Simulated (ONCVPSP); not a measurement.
**Which change was made? (Hf, ONCV)**

ONCVPSP 4.0.1 input, shortened (lines: element, Z, core and valence counts, functional; n l f; lmax; l rc ep ncon nbas qcut; lloc lpopt rc5 dvloc0; l nproj debl; icmod fcfact rcfact), LDA (Perdew-Wang 92), non-relativistic:

```
  Hf 72.00   10    4  -001012      upf
    1    0    2.00
    2    0    2.00
    2    1    6.00
    3    0    2.00
    3    1    6.00
    3    2   10.00
    4    0    2.00
    4    1    6.00
    4    2   10.00
    4    3   14.00
    5    0    2.00
    5    1    6.00
    5    2    2.00
    6    0    1.00
    2
    0    2.35    0.00    3    7    5.40
    1    2.25    0.00    4    9    5.40
    2    3.00    0.00    3    8    4.10
    4    5    1.80    6.00
    0    2    3.80
    1    2    3.10
    2    2    2.50
    3    5.75    1.50
```

Cutoffs, loose and tight: the cutoffs (Ha) at which the residual kinetic energy of the hardest occupied pseudo-wave falls to 1 and 0.1 mHa per electron. They do not see the model core or the augmentation charge, which bear on the density cutoff. Test errors are all-electron minus pseudo excitation energies from the reference, over the configurations 5s2 5p6 5d2 6s2; 5s2 5p6 5d2 6s0; 5s2 5p6 5d1 6s0; 5s2 5p6 5d3 6s1; variants that change the core or the reference have their own tests.

The base gives: outcome: generated; cutoff, loose: 9.6 Ha; cutoff, tight: 11 Ha; bound ghosts: none; GHOST(+) flags above zero: none; largest test error (meV): +79.

Task: After one change the result is: outcome: generated, projector energies reset by the program; cutoff, loose: 9.3 Ha; cutoff, tight: 11 Ha; bound ghosts: none; GHOST(+) flags above zero: none; largest test error (meV): +78. Which change was it?
A. reference 5s2 5p6 5d2 6s2
B. p: rc 2.64
C. s: qcut 8
D. d: rc 3.2

Result: B. The others give: d: rc 3.2 → outcome: generated; cutoff, loose: 9.6 Ha; cutoff, tight: 11 Ha; bound ghosts: none; GHOST(+) flags above zero: none; largest test error (meV): +104 | reference 5s2 5p6 5d2 6s2 → outcome: generated; cutoff, loose: 9.6 Ha; cutoff, tight: 11 Ha; bound ghosts: none; GHOST(+) flags above zero: none; largest test error (meV): +57 | s: qcut 8 → outcome: generated; cutoff, loose: 14 Ha; cutoff, tight: 18 Ha; bound ghosts: s; GHOST(+) flags above zero: none; largest test error (meV): +79.
